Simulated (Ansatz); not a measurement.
Program: Ansatz. Geometries: PBE0-D4/def2-TZVP. ΔE: electronic, gas phase. CBS: MP2 limit from def2 TZ/QZ plus the TZ coupled-cluster correction, frozen cores. This one scheme is used for every species. DFT in def2-TZVPP. For Br outer-core shells are correlated without core-valence functions, which leaves a few kJ/mol of doubt a bond. Scalar relativity is left out up to krypton. One conformer a species, not always the lowest.

Consider the hydrogenolysis of the Si–Br bond: `S[Si](S)(Cl)Br` + H₂ → `S[SiH](S)Cl` + HBr.

`S[Si](S)(Cl)Br`:

```xyz
7

S    -1.247    1.055    1.230
Si   -0.025   -0.030   -0.107
S     1.514   -0.814    1.108
Cl   -1.139   -1.469   -1.044
Br    0.846    1.209   -1.722
H    -2.335    0.954    0.446
H     2.386   -0.904    0.089
```

H₂:

```xyz
2

H     0.191    0.240   -0.212
H    -0.191   -0.240    0.212
```

`S[SiH](S)Cl`:

Z-matrix (Å, degrees):
```
Si
S 1 2.119
Cl 1 2.055 2 109.9
S 1 2.118 2 103.9 3 -122.1
H 1 1.478 2 114.3 3 118.0
H 2 1.344 1 93.6 3 -36.1
H 4 1.345 1 93.3 2 -155.7
```

HBr:

Z-matrix (Å, degrees):
```
Br
H 1 1.420
```

Q: Is it downhill or uphill in electronic energy at CCSD(T)/CBS, and by how much? (An estimate is asked.)

A: Ansatz gave: Uphill: ΔE = +73.5 kJ/mol.

Q: What do these levels give: LDA (SPW92), PBE-D4, BLYP-D4, B97M-V, PBE0-D4, HF/def2-QZVPP? (Estimate.)

A: Computed: LDA (SPW92) 69.7, PBE-D4 75.4, BLYP-D4 74.4, B97M-V 68.4, PBE0-D4 72.8, HF/def2-QZVPP 44.3 kJ/mol.

Q: What do rigid-rotor, harmonic-oscillator terms from PBE0-D4/def2-TZVP frequencies (298.15 K, 1 bar) make of the CCSD(T)/CBS value? (Estimate.)

A: Computed: ΔZPE = +8.2 kJ/mol, ΔH = +77.8 kJ/mol, ΔS = 27 J/(mol·K), ΔG = +69.7 kJ/mol.

Largest T1 diagnostic among the species: 0.011.

In def2-TZVPP, CCSD(T) changes the Hartree–Fock value by +19.7 kJ/mol (the triples alone add +5.7 kJ/mol) and MP2 by +34.6 kJ/mol. Leaving LDA and LC-ωPBE aside and taking each functional with its dispersion term where it has one, the values, not all of them listed here, spread over 16.9 kJ/mol, from CAM-B3LYP-D4 to revPBE-D4. LDA lies +3.6 kJ/mol from PBE without D4. The D4 term adds +15.6 kJ/mol with B3LYP and +8.3 kJ/mol with PBE0; it sums over pairs of atoms, weighted by their polarisabilities, and B3LYP, whose exchange is more repulsive, gets the larger term.

B3LYP here is the variant with VWN-RPA as its local correlation; programs differ in this.
